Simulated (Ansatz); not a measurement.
CH9AlO2Si2, triplet, at the geometry of the source list (a higher spin typed on purpose: for a closed-shell molecule this is an excited state), atoms displaced at random by about 0.03 Å a coordinate; PBE0/STO-3G, gradient run with Ansatz (a program for electronic structure).

Ansatz was given this input:
Ansatz 0.2 input:
```yaml
crystal:
  periodic: [false, false, false]
  atoms:
    - {symbol: Al, position_ang: [0.24626776, 0.35041421, 0.30157632]}
    - {symbol: C, position_ang: [1.08433175, 1.75398538, 1.46468015]}
    - {symbol: H, position_ang: [1.76565299, 1.25158056, 2.21786259]}
    - {symbol: H, position_ang: [0.38845806, 2.30617613, 1.97209958]}
    - {symbol: H, position_ang: [1.74379393, 2.40889600, 0.86031553]}
    - {symbol: O, position_ang: [-0.89156674, 0.80310807, -0.82390500]}
    - {symbol: Si, position_ang: [-1.94502549, 1.21677045, -1.92536907]}
    - {symbol: H, position_ang: [-3.32041693, 0.89496469, -1.38800743]}
    - {symbol: H, position_ang: [-1.76374141, 0.47523422, -3.13599275]}
    - {symbol: H, position_ang: [-1.87240669, 2.67627662, -2.17942058]}
    - {symbol: O, position_ang: [0.53896593, -1.36791715, 0.46585188]}
    - {symbol: Si, position_ang: [0.94823517, -2.86573703, 0.53531522]}
    - {symbol: H, position_ang: [-0.36842079, -3.57002338, 0.86381658]}
    - {symbol: H, position_ang: [1.93123092, -3.08443405, 1.52801881]}
    - {symbol: H, position_ang: [1.44319010, -3.23750588, -0.79538835]}
basis:
  gaussian:
    orbitals: STO-3G
hamiltonian:
  xc: pbe0
magnetization: {spin_polarized: true, initial_magnetization: 2}
output: {forces: true}
```

What the program printed (banner, timings and long lists left out):

```
Functional definition: PBE0
617 factors; integrals over basis functions are off by at most 4.8e-5 eV
mean field evaluation 1: about -27274.7166 eV, gradient 2.3e1 eV
mean field evaluation 2: about -27266.8816 eV, gradient 4.4e1 eV
mean field evaluation 4: about -27278.1464 eV, gradient 8.2e0 eV
mean field evaluation 8: about -27278.6639 eV, gradient 9.3e-1 eV
mean field evaluation 16: about -27278.6575 eV, gradient 9.4e-2 eV
mean field evaluation 32: about -27278.6574 eV, gradient 4.9e-1 eV
mean field -27278.66350081 eV, -1002.4723935125 hartree, gradient 8.3e-6 eV, S^2 2.007303; 6 other end points of the search recorded, 0 dependent functions left out
the calculation of the forces begins
reference -27278.66352432 eV, -1002.4723943764 hartree; 37, 35 occupied and 14, 16 virtual orbitals, 617 factors
Total energy: -27278.66352432 eV, -1002.4723943764 hartree
Atom 0 at     0.246268     0.350414     0.301576 Å, force     2.757301     2.414346    -0.441982 eV/Å
Atom 1 at     1.084332     1.753985     1.464680 Å, force     3.165113    -2.319589    -0.451656 eV/Å
Atom 2 at     1.765653     1.251581     2.217863 Å, force    -0.946327     0.664584    -0.827215 eV/Å
Atom 3 at     0.388458     2.306176     1.972100 Å, force    -2.157461     2.252239     1.847708 eV/Å
Atom 4 at     1.743794     2.408896     0.860316 Å, force    -0.591270    -0.214116     0.250936 eV/Å
Atom 5 at    -0.891567     0.803108    -0.823905 Å, force     0.887268    -0.551246     1.297748 eV/Å
Atom 6 at    -1.945025     1.216770    -1.925369 Å, force    -4.023275     1.920377    -1.111955 eV/Å
Atom 7 at    -3.320417     0.894965    -1.388007 Å, force     0.972873     0.366495    -0.733416 eV/Å
Atom 8 at    -1.763741     0.475234    -3.135993 Å, force     0.114516    -0.185070    -0.516280 eV/Å
Atom 9 at    -1.872407     2.676277    -2.179421 Å, force    -0.199127    -0.748148    -0.212943 eV/Å
Atom 10 at     0.538966    -1.367917     0.465852 Å, force    -2.076460     3.982814     0.515446 eV/Å
Atom 11 at     0.948235    -2.865737     0.535315 Å, force    -0.029952    -6.938095    -0.404001 eV/Å
Atom 12 at    -0.368421    -3.570023     0.863817 Å, force     1.553124     0.317858    -0.341049 eV/Å
Atom 13 at     1.931231    -3.084434     1.528019 Å, force     0.672088    -0.640141     0.640811 eV/Å
Atom 14 at     1.443190    -3.237506    -0.795388 Å, force    -0.098410    -0.322307     0.487847 eV/Å
Dipole moment:    -0.108406    -0.517499    -0.065162 e Å
```
